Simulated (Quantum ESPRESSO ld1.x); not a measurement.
Values are calculated unless marked as measured or tabulated.
W16+, 58 electrons, occupied as [Xe] 4f1 5d1 6s2 (not the ground configuration). Level of theory: scalar-relativistic Kohn-Sham, PBEsol, spin-unpolarised, spherical densities, point nucleus (ld1.x of Quantum ESPRESSO 7.5).

Normalised radial functions P(r) = r R(r), r in bohr:

r              4p      4f
0.001571   0.0102  0.0000
0.0018     0.0128  0.0000
0.002079   0.0163  0.0000
0.002381   0.0205  0.0000
0.002728   0.0257  0.0000
0.003151   0.0326  0.0000
0.00361    0.0407  0.0000
0.004169   0.0515  0.0000
0.004776   0.0642  0.0000
0.005516   0.0809  0.0000
0.00632    0.1002  0.0000
0.007299   0.1254  0.0000
0.008362   0.1542  0.0001
0.00958    0.1885  0.0001
0.01106    0.2318  0.0002
0.01268    0.2795  0.0003
0.01464    0.3373  0.0005
0.01677    0.3984  0.0008
0.01937    0.4685  0.0013
0.02219    0.5372  0.0020
0.02563    0.6081  0.0034
0.02936    0.6673  0.0054
0.03364    0.7109  0.0087
0.03885    0.7293  0.0140
0.04451    0.7089  0.0218
0.0514     0.6347  0.0345
0.05889    0.5054  0.0525
0.06801    0.3010  0.0805
0.07792    0.0489  0.1185
0.08999   -0.2618  0.1751
0.1031    -0.5645  0.2481
0.1181    -0.8310  0.3439
0.1364    -1.0146  0.4730
0.1563    -1.0406  0.6220
0.1805    -0.8703  0.8047
0.2068    -0.5165  0.9927
0.2388     0.0221  1.1925
0.2736     0.6043  1.3624
0.316      1.1799  1.4976
0.362      1.5748  1.5603
0.4148     1.7512  1.5436
0.479      1.6835  1.4346
0.5488     1.4275  1.2561
0.6338     1.0514  1.0134
0.7261     0.6942  0.7664
0.8386     0.3879  0.5205
0.9607     0.1933  0.3273
1.11       0.0777  0.1778
1.271      0.0274  0.0878
1.456      0.0079  0.0377
1.682      0.0016  0.0129
1.927      0.0003  0.0038
2.225      0.0000  0.0008
2.55       0.0000  0.0002
2.944      0.0000  0.0000
3.373      0.0000  0.0000
3.896      0.0000  0.0000
4.464      0.0000  0.0000

4p: eigenvalue -925.76 eV, 2 radial nodes at r = 0.0798, 0.238 bohr, <r> = 0.451 bohr, 90 % of the charge inside 0.649 bohr. 4f: eigenvalue -525.39 eV, 0 radial nodes, <r> = 0.456 bohr, 90 % of the charge inside 0.697 bohr.
